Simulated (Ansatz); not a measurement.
Mulliken charges of `[CH3][Al]([Cl])[Br]` from ωB97M-V/def2-TZVPP in Ansatz (PBE0-D4/def2-TZVP geometry).

```json
{"atom": "C1", "x (Å)": "-0.118", "y (Å)": "0.963", "z (Å)": "-0.112", "charge (e)": "-0.499"}
{"atom": "Al2", "x (Å)": "0.145", "y (Å)": "-0.936", "z (Å)": "0.104", "charge (e)": "0.550"}
{"atom": "Cl3", "x (Å)": "1.745", "y (Å)": "-1.682", "z (Å)": "1.224", "charge (e)": "-0.214"}
{"atom": "Br4", "x (Å)": "-1.230", "y (Å)": "-2.457", "z (Å)": "-0.822", "charge (e)": "-0.204"}
{"atom": "H5", "x (Å)": "-0.994", "y (Å)": "1.184", "z (Å)": "-0.723", "charge (e)": "0.125"}
{"atom": "H6", "x (Å)": "-0.244", "y (Å)": "1.442", "z (Å)": "0.864", "charge (e)": "0.121"}
{"atom": "H7", "x (Å)": "0.759", "y (Å)": "1.417", "z (Å)": "-0.581", "charge (e)": "0.121"}
```

Question: By hand: the dipole of these point charges (1 e Å = 4.8032 D).

Answer: Σ q r = (-0.046, 0.360, -0.037) e Å, of length 0.365 e Å = 1.75 D.

Question: How does the dipole of the full density compare? (An estimate is asked.)

Answer: Ansatz gave: (-0.055, 0.405, -0.045) e Å, 1.98 D; the point charges give 0.88 times that, at 1° from its direction.

Point charges leave out the atoms' own dipoles, such as those of lone pairs, and Mulliken's split depends on the basis, so the close match here is no proof of good charges.
